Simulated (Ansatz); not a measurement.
`N[SiH2]F` + CH₃NH₂ → `CN[SiH2]N` + H–F at 500 K and 1 bar (ligand exchange at the Si–F bond).

Isolated molecules relaxed with PBE0-D4/def2-TZVP in Ansatz; ΔE leaves out vibrations. CCSD(T)/CBS adds triple-zeta CCSD(T) − MP2 to the extrapolated MP2 energy (def2 sets, frozen cores). This one scheme is used for every species. Each species was taken in one conformer, which may not be the lowest.

| species | CCSD(T)/CBS energy (Eh) | H − E (kJ/mol) | S (J/(mol·K)) |
| --- | --- | --- | --- |
| `N[SiH2]F` | -446.07709 | 152.9 | 325.1 |
| CH₃NH₂ | -95.75281 | 191.8 | 270.3 |
| `CN[SiH2]N` | -441.39942 | 303.7 | 396.1 |
| H–F | -100.39570 | 39.4 | 188.7 |

H − E and S are ideal-gas, rigid-rotor, harmonic terms from PBE0-D4/def2-TZVP, for one conformer and one mirror image of each species. 1 Eh = 2625.50 kJ/mol, R = 8.31446 J/(mol·K).

Task: By hand: ΔE, ΔH, ΔS and ΔG.

Result: ΔE = (-441.39942) + (-100.39570) − (-446.07709) − (-95.75281) = 0.03478 Eh = 91.3 kJ/mol. Δ(H − E) = 303.7 + 39.4 − 152.9 − 191.8 = -1.6, so ΔH = 89.7 kJ/mol. ΔS = 396.1 + 188.7 − 325.1 − 270.3 = -10.6 J/(mol·K). ΔG = 89.7 − 500 × (-10.6)/1000 = 95.0 kJ/mol.

Task: By hand: the equilibrium constant, and the temperature at which ΔG would vanish if ΔH and ΔS stayed fixed.

Result: log₁₀ K = −ΔG/(RT ln 10) = -9.9. ΔH and −TΔS have one sign here, so there is no such temperature.

The number of gas molecules stays the same, so ΔS is small and ΔH decides. A doubt of 5 kJ/mol in ΔE shifts log₁₀ K by 0.5 here. Other conformers and mirror images would add mixing entropy, several J/(mol·K) or more a flexible species. These are equilibria of isolated gas molecules and say nothing of rates. Largest T1 diagnostic: 0.011 (customary marks: 0.02 for closed shells, 0.045 for open ones).

ΔS is within the doubt of such terms, so its sign, and with it that verdict, could turn.
